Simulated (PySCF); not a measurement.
C2H8FNSi, SMILES C[C@@H](N)[SiH2]F.

The structure is a stationary point at TPSSh-D3(BJ)/def2-SVP. The structure was generated by enumeration; whether it is a known compound was not checked. The values are those of a single conformer.

Method: TPSSh-D3(BJ)/def2-SVP (PySCF).

Frequencies are harmonic and unscaled.

**Question.** Estimate the vibrational spectrum. (An estimate is asked for; the answer gives what the named calculation found.)

**Answer.** 
```tsv
mode	ν (cm⁻¹)	IR (km/mol)	Raman (Å⁴/amu)	depolarisation	moving atoms (share of kinetic energy)
1	83	1.3	0.4	0.74	F 37 %, H 21 %, Si 15 %, N 15 %, C 13 %
2	129	2.6	0.4	0.67	F 34 %, N 22 %, H 19 %, C 16 %, Si 9 %
3	219	13.4	0.9	0.75	H 72 %, C 11 %, Si 8 %, N 8 %
4	260	24.7	0.8	0.75	H 80 %, N 12 %
5	268	8.6	2.0	0.52	H 43 %, C 27 %, F 11 %, Si 11 %
6	337	9.7	1.6	0.75	H 48 %, C 17 %, F 15 %, Si 14 %
7	411	13.5	0.7	0.51	H 40 %, C 35 %, N 21 %
8	590	45.3	8.3	0.29	H 50 %, Si 25 %, C 12 %, N 11 %
9	690	79.3	7.1	0.19	H 49 %, C 29 %, Si 20 %
10	742	0.9	14.3	0.70	H 90 %
11	846	48.2	2.7	0.52	H 46 %, F 27 %, Si 12 %, N 11 %
12	849	59.6	6.9	0.71	H 52 %, F 25 %, N 10 %, Si 10 %
13	915	69.2	11.2	0.75	H 52 %, C 33 %
14	935	224.3	2.8	0.57	H 63 %, Si 20 %, C 8 %
15	965	93.1	12.9	0.68	H 92 %
16	1010	37.7	2.9	0.64	H 75 %, C 16 %
17	1044	6.4	3.9	0.71	H 61 %, C 35 %
18	1120	3.8	4.7	0.75	C 46 %, H 36 %, N 18 %
19	1216	6.0	9.4	0.48	H 78 %, C 17 %
20	1329	7.2	6.7	0.17	H 55 %, C 38 %
21	1340	6.4	7.5	0.47	H 75 %, C 22 %
22	1401	2.8	2.7	0.73	H 79 %, C 21 %
23	1480	5.0	13.7	0.74	H 96 %
24	1498	4.2	14.3	0.75	H 96 %
25	1638	21.0	8.8	0.68	H 92 %
26	2263	135.2	143.4	0.17	H 97 %
27	2285	116.7	95.5	0.27	H 96 %
28	2908	69.6	143.5	0.33	H 93 %
29	3018	29.1	149.2	0.02	H 97 %
30	3093	26.1	84.4	0.75	H 91 %, C 9 %
31	3119	18.7	55.7	0.75	H 91 %, C 9 %
32	3446	3.1	174.1	0.15	H 96 %
33	3533	1.7	83.8	0.74	H 92 %, N 8 %
```
